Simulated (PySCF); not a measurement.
Cu(F) anion (CuF), SMILES [F][Cu] (connectivity only; charge and spin as stated), charge -1, multiplicity 2. Geometry optimised at PBE0-D3(BJ)/def2-TZVPD. The multiplicity is an assumed one; other spin states were not compared.

The numbers are results of PBE0-D3(BJ)/def2-TZVPD (PySCF), not measurements.

Harmonic wavenumbers (cm⁻¹): 446. Rotational constants (GHz): 9.968 (linear); symmetry number 1.

Question: Work out the zero-point energy and the ideal-gas rigid-rotor harmonic-oscillator thermochemistry at 298.15 K and 1 atm.

Answer: ZPE = ½ Σ hcν = ½ × 446 cm⁻¹ = 0.64 kcal/mol. H − E(el) = 2.88 kcal/mol. Entropy in cal/(mol K): translation 39.15, rotation 14.77, vibration 0.81, spin 1.38, total 56.11. G − E(el) = -13.85 kcal/mol. Cp = 8.33 cal/(mol K).
